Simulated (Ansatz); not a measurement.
HCl ··· Br2

The pair of HCl (SMILES Cl, atoms 1–2) and Br2 (SMILES BrBr, atoms 3–4), both closed shells, in one local arrangement (a lower one may exist), relaxed at PBE0-D4/def2-TZVP:

| atom | x (Å) | y (Å) | z (Å) |
| --- | --- | --- | --- |
| Cl1 | -0.5059 | 0.5985 | -2.0666 |
| H2 | 0.0666 | -0.5207 | -2.3087 |
| Br3 | 0.0070 | 0.1722 | 1.0820 |
| Br4 | 0.4323 | -0.2499 | 3.2935 |

Ansatz 0.2.0; basis: def2-TZVPPD, with def2-QZVPPD for the basis limit; cores frozen in the correlated methods. Filled d shells of the heavier atoms are correlated. The def2 sets are not built for correlating such inner shells, so the correlated values are less sure here. Extrapolation: Hartree–Fock as exp(−7.88 √X), correlation as X^−2.97. Interaction energies count from these two fragments, frozen as in the pair, with the counterpoise correction; negative means bound.

Question: What is the interaction energy by CCSD(T) at an estimated basis limit (MP2 extrapolated from triple and quadruple zeta, plus CCSD(T) − MP2 in triple zeta)? (An estimate is asked for; the value comes from the calculation.)

Answer: Computed: -1.73 kcal/mol. Hartree–Fock alone gives 1.15 kcal/mol at the basis limit, so without correlation the pair would not bind at this distance. Plain CCSD(T) in triple zeta gives -0.87 kcal/mol; the step to the limit is large here, so the limit is uncertain. It counts from the two fragments frozen as in the pair.

Question: Which atoms make the shortest contact between the fragments?

Answer: Cl1 and Br3, 3.22 Å apart.

Basis-set superposition shift (counterpoise-corrected less uncorrected): CCSD(T) 0.67; MP2 0.65; HF 0.18; PBE0-D4 0.19; wB97M-V 0.14 kcal/mol.

No T1 diagnostic of these runs exceeds 0.007.

For scale, one of the runs: CCSD(T)/def2-TZVPPD, 182 basis functions, launched by `ansatz run in.yaml --threads 4 --pin off --events-out ev --progress --plain --max-ram 9574MiB`. Hardware: 4 CPU threads of an AMD EPYC 9R45, shared host. Wall time 7.5 s; peak host memory 1.2 GiB.
